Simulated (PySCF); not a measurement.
**Excitation energy of Nb²⁺ by level of theory**

Nb²⁺ [Kr] 4d3 (4F) → Nb²⁺ [Kr] 4d2 5p1 (high-spin determinant), as a difference of total energies. Calculation: PySCF 2.14, in aug-cc-pwCVTZ-DK (11s10p8d4f3g, 136 functions); the spin-free X2C one-electron Hamiltonian (Gaussian nucleus). Correlated levels: valence: [Kr] frozen; valence and next inner shell: [Ar] 3d10 frozen. The calculations carry no spin-orbit coupling.

```tsv
method	excitation energy (eV)
UHF	7.920
LDA	8.012
PBE	8.005
PBE0	8.148
r2SCAN	8.214
M06-L	8.634
B97-3	8.157
TPSS	8.028
MP2 (valence)	8.048
SCS-MP2 (valence)	7.963
MP2 (valence and next inner shell)	8.214
SCS-MP2 (valence and next inner shell)	8.154
```

Question: How much does correlation contribute at MP2 (valence and next inner shell)?

Answer: 8.214 − (7.920) = 0.294 eV, measured against UHF.

A first-order spin-orbit estimate (lowest level to lowest level, LS coupling) adds -0.095 eV.

The determinant of the upper state mixes LS terms, which raises its energy above the lowest term, most at the Hartree-Fock and MP2 levels.
